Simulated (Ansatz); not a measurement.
Input (CCSDT(Q)/aug-cc-pV(D+d)Z; Ansatz, a program for electronic structure): A basis named .json is the Basis Set Exchange file of that set.

Ansatz 0.2 input:
```yaml
crystal:
  periodic: [false, false, false]
  atoms:
    - {symbol: Si, position_ang: [-1.18640443, -0.20778271, 0.29922108]}
    - {symbol: P, position_ang: [1.10210299, 0.18323999, -0.27539270]}
    - {symbol: H, position_ang: [-1.66743176, 0.52361770, -0.97018141]}
    - {symbol: H, position_ang: [-1.23077553, 1.07940623, 1.14709630]}
    - {symbol: H, position_ang: [1.28795047, -0.97616809, -1.08835501]}
    - {symbol: H, position_ang: [1.68837388, -0.46649774, 0.85323543]}
basis:
  gaussian:
    orbitals: aug-cc-pV_D+d_Z.json
total_charge: -1
magnetization: {spin_polarized: false}
correlation: {method: ccsdt_q, electrons: outside_noble_gas}
```

Output:

```
Functional definition: HF
integrals: 0.20 GiB planned
1739 factors; integrals over basis functions are off by at most 2.3e-7 eV
mean field: 0.49 GiB planned
mean field evaluation 1: about -17195.9527 eV, gradient 1.4e1 eV
mean field evaluation 2: about -17195.9948 eV, gradient 1.4e1 eV
mean field evaluation 4: about -17197.2312 eV, gradient 1.9e0 eV
mean field evaluation 8: about -17197.2706 eV, gradient 1.5e-1 eV
mean field evaluation 16: about -17197.1705 eV, gradient 1.9e0 eV
mean field -17197.27103676 eV, -631.9880538720 hartree, gradient 5.0e-6 eV, S^2 0.000000; 0 other end points of the search recorded, 0 dependent functions left out
10 core orbitals not correlated
reference -17197.27103676 eV, -631.9880538720 hartree; 7, 7 occupied and 83, 83 virtual orbitals, 1739 factors
second order -6.98850849 eV of doubles, -0.00000000 eV of singles
coupled cluster: 2.11 GiB planned
cycle   1  -7.90251718 eV  change   -9.1e-1 eV  update   1.0e-1
cycle   2  -8.48960343 eV  change   -5.9e-1 eV  update   4.3e-2
cycle   3  -8.63879295 eV  change   -1.5e-1 eV  update   2.0e-2
cycle   4  -8.62289329 eV  change    1.6e-2 eV  update   6.5e-3
cycle   5  -8.62140396 eV  change    1.5e-3 eV  update   3.4e-3
cycle   6  -8.62217909 eV  change   -7.8e-4 eV  update   1.2e-3
cycle   7  -8.62145954 eV  change    7.2e-4 eV  update   6.6e-4
cycle   8  -8.62140132 eV  change    5.8e-5 eV  update   2.8e-4
cycle   9  -8.62176135 eV  change   -3.6e-4 eV  update   1.4e-4
cycle  10  -8.62176548 eV  change   -4.1e-6 eV  update   6.0e-5
cycle  11  -8.62168172 eV  change    8.4e-5 eV  update   2.9e-5
cycle  12  -8.62167827 eV  change    3.4e-6 eV  update   1.5e-5
cycle  13  -8.62167305 eV  change    5.2e-6 eV  update   6.1e-6
cycle  14  -8.62168241 eV  change   -9.4e-6 eV  update   3.2e-6
cycle  15  -8.62168830 eV  change   -5.9e-6 eV  update   1.5e-6
cycle  16  -8.62168872 eV  change   -4.2e-7 eV  update   6.3e-7
perturbative correction -0.01922094 eV, -0.0007063563 hartree
Total energy: -17205.91194641 eV, -632.3056014447 hartree
```
